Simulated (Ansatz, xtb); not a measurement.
**Ranking isomers of C2H8GeS**

8 gas-phase structures of C2H8GeS, from a drawn sample of its isomers (lower ones may exist). Each was relaxed with GFN2-xTB; where two conformers were screened, the lower at r2SCAN-D4/def2-SVP is listed:

A. `[CH3][GeH]([CH3])[SH]`, a singlet
B. `[CH3][GeH2][CH2]S`, a singlet
C. `CS[CH2][GeH3]`, a singlet
D. `C[S][GeH2][CH3]`, a singlet
E. `CC[S][GeH3]`, a singlet
F. `SC[CH2][GeH3]`, a singlet
G. `C[CH2][GeH2][SH]`, a singlet
H. `C[C@H](S)[GeH3]`, a singlet

Estimate their order in r2SCAN-D4/def2-SVP energy at these geometries, lowest first.

Calculated order at r2SCAN-D4/def2-SVP: A (0.000), G (0.379), D (0.503), E (0.751), B (1.161), F (1.439), H (1.460), C (1.557) eV. Less than 1 kcal/mol parts F and H, so the order within that pair means little.

Energies above the lowest of each column, in eV; the last columns are at PBE0-D3(BJ)/def2-SVP geometries and were run for some of them only (a dash: not run or not comparable):

| structure | GFN2-xTB | HF/STO-3G | r2SCAN-D4/def2-SVP | PBE0-D3(BJ)/def2-SVP | CCSD(T)/def2-SVP + ΔMP2/def2-TZVPP |
| --- | --- | --- | --- | --- | --- |
| A | 0.037 | 0.000 | 0.000 | 0.000 | 0.000 |
| G | 0.000 | 0.412 | 0.379 | 0.348 | 0.466 |
| D | 0.203 | 0.270 | 0.503 | 0.502 | – |
| E | 0.016 | 0.527 | 0.751 | – | – |
| B | 1.186 | 1.008 | 1.161 | – | – |
| F | 1.046 | 1.220 | 1.439 | – | – |
| H | 1.092 | 1.314 | 1.460 | – | – |
| C | 1.217 | 1.101 | 1.557 | – | – |

CCSD(T)/def2-SVP + ΔMP2/def2-TZVPP puts A lowest of those it was run on; GFN2-xTB picks G. Flexible structures stand in one conformer each, not always the lowest. Frequencies (PBE0-D3(BJ)/def2-SVP) were run for A, G alone. The ΔMP2 step shifts differences by up to 0.166 eV, which makes them less sure. ΔMP2 is the change of the MP2 energy from the smaller to the larger basis.

Over these structures GFN2-xTB departs from r2SCAN-D4/def2-SVP by 0.171 eV on average once a common shift is removed. A GFN2-xTB relaxation took about 0.068 s and the r2SCAN-D4/def2-SVP energy about 1.5 s on a shared host (Ansatz 0.2.0, xtb 6.7.1).
